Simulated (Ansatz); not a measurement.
`C[B](C)[ZnH]` + H₂O → `CB(C)O` + `[ZnH2]` at 600 K and 1 bar (formal hydrolysis of a B–Zn bond).

Isolated molecules relaxed with PBE0-D4/def2-TZVP in Ansatz; ΔE leaves out vibrations. CCSD(T)/CBS is the MP2 limit (def2-TZVPP, def2-QZVPP) plus CCSD(T) − MP2 in def2-TZVPP, frozen cores. This one scheme is used for every species. For Zn outer-core shells are correlated without core-valence functions, which leaves a few kJ/mol of doubt a bond. Scalar relativity is left out up to krypton. Each species was taken in one conformer, which may not be the lowest.

```tsv
species	CCSD(T)/CBS energy (Eh)	H − E (kJ/mol)	S (J/(mol·K))
`C[B](C)[ZnH]`	-1883.46486	277.1	452.5
H₂O	-76.37941	76.8	212.8
`CB(C)O`	-180.36349	297.2	399.6
`[ZnH2]`	-1779.54550	52.6	230.0
```

H − E and S are ideal-gas, rigid-rotor, harmonic terms from PBE0-D4/def2-TZVP, for one conformer and one mirror image of each species. 1 Eh = 2625.50 kJ/mol, R = 8.31446 J/(mol·K).

Question: By hand: ΔE, ΔH, ΔS and ΔG.

Answer: ΔE = (-180.36349) + (-1779.54550) − (-1883.46486) − (-76.37941) = -0.06472 Eh = -169.9 kJ/mol. Δ(H − E) = 297.2 + 52.6 − 277.1 − 76.8 = -4.1, so ΔH = -174.0 kJ/mol. ΔS = 399.6 + 230.0 − 452.5 − 212.8 = -35.7 J/(mol·K). ΔG = -174.0 − 600 × (-35.7)/1000 = -152.6 kJ/mol.

Question: By hand: the equilibrium constant, and the temperature at which ΔG would vanish if ΔH and ΔS stayed fixed.

Answer: log₁₀ K = −ΔG/(RT ln 10) = 13.3. ΔG = 0 at ΔH/ΔS = 4874 K, far beyond where these terms or the molecules hold.

ΔH outweighs TΔS. A doubt of 5 kJ/mol in ΔE shifts log₁₀ K by 0.4 here. Other conformers and mirror images would add mixing entropy, several J/(mol·K) or more a flexible species. Modes under 60 cm⁻¹, often nearly free rotors, make the harmonic entropy too high. These are equilibria of isolated gas molecules and say nothing of rates. Largest T1 diagnostic: 0.016 (customary marks: 0.02 for closed shells, 0.045 for open ones).
